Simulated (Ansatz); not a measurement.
Process, species as SMILES: F[Si](F)(Cl)Cl → F[Si](F)Cl + Cl atom (the Cl-Si bond at the site shown breaks; other sites are not compared here)
Geometries: B3LYP-D3(BJ)/def2-TZVP minima from Ansatz (a quantum-chemistry and plane-wave program). Frequencies are from Ansatz.
Geometry of the first species:
```xyz
5

Si    -0.0174    -0.3276     0.0117
F      0.0230    -1.2155     1.3135
F     -0.1563    -1.2966    -1.2238
Cl    -1.6227     0.8923     0.0862
Cl     1.7076     0.7074    -0.1433
```
Charge 0, spin multiplicity 1.

Property: bond dissociation energy (enthalpy at 298 K, with B3LYP-D3(BJ) rigid-rotor harmonic-oscillator terms), in eV. Valence correlation only, unless marked. UHF or UKS for open shells. Spin-orbit coupling is left out. No relativistic terms. CBS marks a two-point X^-3 extrapolation of the correlation energy; Hartree-Fock from the larger set. [CCSD(T)-MP2]/basis is that difference in the basis named.

```csv
level,program,bond dissociation energy (eV)
revPBE-D4/def2-TZVPD,Ansatz + dftd4,4.75
PBE0/STO-3G,Ansatz,4.57
CAM-B3LYP/def2-TZVPD,Ansatz,4.76
RPA@PBE/cc-pV(Q+d)Z,Ansatz,(withheld)
CCSD/6-31G*,Ansatz,(withheld)
"RI-MP2/CBS(cc-pV(T+d)Z,cc-pV(Q+d)Z)+[CCSD(T)-MP2]/cc-pV(T+d)Z",Ansatz,5.10
```

Q: Fill in the missing entries.

A: 
- RPA@PBE/cc-pV(Q+d)Z, bond dissociation energy (eV): 4.60
- CCSD/6-31G*, bond dissociation energy (eV): 4.56
